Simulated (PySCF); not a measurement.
Finite-field polarisability of C (carbon, neutral)

[He] 2s2 2p2, high-spin 3P determinant. Computed with PySCF 2.14 in aug-cc-pwCVDZ, with the non-relativistic Hamiltonian (point nucleus). Frozen: 1s2. Energy changes in a uniform field (μhartree):

```tsv
axis	F (au)	HF	MP2	CCSD	CCSD(T)
x	0.0044	-102.032	-92.178	-94.281	-94.924
x	0.0088	-408.145	-368.881	-377.197	-379.761
y	0.0041	-101.895	-100.894	-100.317	-100.805
y	0.0082	-407.823	-403.888	-401.614	-403.571
```

By symmetry the remaining axis equals y.

Problem. Derive α along x at CCSD(T) from the two fields.

Solution. With ΔE = −αF²/2 − γF⁴/24, α = −(16 ΔE(F) − ΔE(2F))/(6F²) = 9.806 bohr³.

Problem. And the mean polarisability at each level?

Solution. The components xx, yy, zz at CCSD(T) are 9.806, 11.99, 11.99, the third axis being equal by symmetry to one of the two computed. Means: HF 11.59, MP2 11.17, CCSD 11.20, CCSD(T) 11.26 bohr³. Reference: 11.3 ± 0.4 bohr³ (recommended; Schwerdtfeger and Nagle, table of static dipole polarizabilities (2023 update)).

A double-zeta set is small for polarisabilities.
